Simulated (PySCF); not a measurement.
## Which determinant of BeI lies lowest?

Unrestricted PBE0; PySCF, scalar-relativistic core potentials, basis sets Be def2-TZVPP, I def2-TZVPP with ECP28. Outer shells of the fragments: Be 2s2; I 4d10 5s2 5p5.

Followed along the bond (rough minima from three points):

```json
{"2Ms+1": "2", "unpaired": "σ ↑", "⟨S²⟩ at the start": "0.75", "R at minimum (Å)": "2.19", "Te (eV)": "0.00"}
{"2Ms+1": "4", "unpaired": "σ ↑, π ↑↑", "⟨S²⟩ at the start": "3.75", "R at minimum (Å)": "none in the scan", "Te (eV)": "≤ 4.69"}
```

Solutions found at the starting distance of 2.270 Å, counted from the lowest of them; the search is not exhaustive and high or unbound solutions are not listed, so other states can lie among these:

```tsv
2Ms+1	unpaired	term	E (eV)	⟨S²⟩	⟨Lz²⟩	μ (D)
2	σ ↑	²Σ⁺	0.00	0.75	0.00	-0.95
2	π ↑	²Π	2.78	0.78	1.00	-2.96
2	π ↑	²Π	4.12	0.75	1.01	5.24
4	σ ↑, π ↑↑	mixed	4.81	3.75	2.01	3.96
4	σ ↑, π ↑↑	mixed	5.02	3.75	2.01	4.02
4	σ ↑↑, π ↑	⁴Π	6.23	3.76	1.00	3.35
4	σ ↑↑, π ↑	⁴Π	7.20	3.75	1.01	0.37
4	σ ↑↑↑	⁴Σ⁺	8.43	3.76	0.00	0.39
```

A term symbol is given only where ⟨S²⟩ and ⟨Lz²⟩ are close to those of a pure state; real π, δ and φ orbitals otherwise mix terms. A positive dipole means Be(−)I(+).

Spin–orbit coupling is left out. Counting both spins, an empty level lies below a filled one in some of these solutions, because spin and occupation are held.
